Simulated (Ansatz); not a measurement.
Total energies of Al₅Sb₄H₁₆⁻, a cluster cut from zinc blende AlSb (hydrogen-capped) from Ansatz at PBE0-D4/def2-SVP, gas phase (1 Eh = 27.2114 eV = 2625.5 kJ/mol). The reference geometry is relaxed at PBE-D4/def2-SVP.

```csv
atom,x (Å),y (Å),z (Å)
Sb1,0.499,1.862,-1.414
Sb2,-0.196,-2.176,-1.743
Sb3,2.035,0.034,1.898
Sb4,-2.006,-0.093,1.295
Al5,2.706,2.017,0.132
Al6,0.610,-0.068,-3.296
Al7,-1.890,2.205,-0.157
Al8,-2.370,-2.381,-0.089
Al9,-0.265,-0.315,3.346
H10,0.648,3.286,-2.374
H11,1.172,-2.659,-0.820
H12,-0.187,-3.577,-2.747
H13,3.371,-0.206,2.961
H14,2.274,-1.443,1.047
H15,-3.507,0.045,2.133
H16,4.046,1.553,-0.634
H17,2.719,3.362,1.020
H18,2.111,-0.376,-3.797
H19,-0.575,0.095,-4.378
H20,-3.066,2.186,-1.259
H21,-1.770,3.454,0.855
H22,-3.632,-2.272,-1.088
H23,-2.178,-3.702,0.813
H24,-0.327,0.967,4.320
H25,-0.221,-1.797,3.977
```

```tsv
state	geometry	energy (Eh)
charge -1 singlet	reference	-2182.04812
charge 0 doublet	reference	-2181.84938
charge 0 doublet	relaxed at PBE-D4/def2-SVP	-2181.86931
```

In the def2 sets Sb takes a core potential; there is no spin–orbit coupling.

Task: Work out the vertical ionisation energy to the doublet.

Result: E(charge 0 doublet) − E(charge -1 singlet) = -2181.84938 − (-2182.04812) = 0.19874 Eh = 5.41 eV. For comparison, −ε of the highest occupied level is 4.10 eV at this level, 1.31 eV less.

Task: How much does the charge 0 doublet relax, and what is the adiabatic ionisation energy?

Result: Relaxation: -2181.84938 − (-2181.86931) = 0.01993 Eh = 0.54 eV. Adiabatic ionisation energy: 0.17881 Eh = 4.87 eV, without zero-point energy.
